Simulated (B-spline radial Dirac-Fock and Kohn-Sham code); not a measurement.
## Nb⁵⁺ 4p1/2: cross section and angular parameters

System: niobium as Nb⁵⁺, configuration [Ar] 3d10 4s2 4p6; threshold 103.6 eV (orbital energy of the model). Model: Dirac-Hartree-Slater photoionisation with a Latter tail; cross sections with all multipoles, angular parameters from the dipole term and its interference with E2. Program: an atomic code on a B-spline grid.

For linearly polarised light dσ/dΩ = σ/(4π) [1 + β P₂(cos θ) + (δ + γ cos²θ) sin θ cos φ], with θ from the polarisation vector and φ the angle between the beam and the projection of the electron momentum on the plane normal to the polarisation.

| hν (eV) | σ (kb) | β | γ | δ |
| --- | --- | --- | --- | --- |
| 126 | 141 | -0.088 | -0.071 | 0.031 |
| 144 | 134 | 0.253 | -0.041 | 0.038 |
| 148 | 132 | 0.323 | -0.026 | 0.039 |
| 150 | 131 | 0.356 | -0.018 | 0.039 |
| 163 | 123 | 0.542 | 0.042 | 0.035 |
| 300 | 76.0 | 1.363 | 0.193 | 0.008 |
| 396 | 53.7 | 1.520 | 0.134 | 0.002 |
| 400 | 52.9 | 1.525 | 0.131 | 0.002 |
| 410 | 51.2 | 1.535 | 0.123 | 0.002 |
| 442 | 46.2 | 1.564 | 0.102 | 0.001 |
| 455 | 44.4 | 1.574 | 0.093 | 0.000 |
| 540 | 34.9 | 1.623 | 0.047 | 0.000 |
| 553 | 33.7 | 1.628 | 0.041 | 0.000 |
| 768 | 20.5 | 1.671 | -0.016 | -0.001 |
| 800 | 19.2 | 1.674 | -0.020 | 0.000 |
| 970 | ? | ? | ? | ? |
| 1486.9 | 6.13 | 1.650 | 0.071 | 0.002 |
| 1630 | 5.09 | 1.638 | 0.106 | 0.003 |
| 1840 | 3.96 | 1.620 | 0.162 | 0.004 |
| 1910 | 3.66 | 1.614 | 0.181 | 0.005 |
| 1980 | 3.38 | 1.608 | 0.199 | 0.005 |
| 2000 | 3.31 | 1.606 | 0.205 | 0.005 |
| 3190 | 1.14 | 1.504 | 0.511 | 0.017 |
| 4000 | 0.650 | 1.442 | 0.690 | 0.027 |
| 6000 | 0.224 | 1.311 | 1.038 | 0.055 |
| 6670 | 0.168 | 1.273 | 1.132 | 0.064 |
| 10300 | 0.0482 | 1.106 | 1.518 | 0.119 |
| 12800 | 0.0251 | 1.017 | 1.703 | 0.156 |
| 13100 | 0.0234 | 1.007 | 1.723 | 0.160 |

Problem. Give the values at 970 eV.

Solution. σ = 13.7 kb, β = 1.678, γ = -0.019, δ = 0.000.

Values without a named source are computed, but for edge energies of neutral atoms, which are taken from tables.
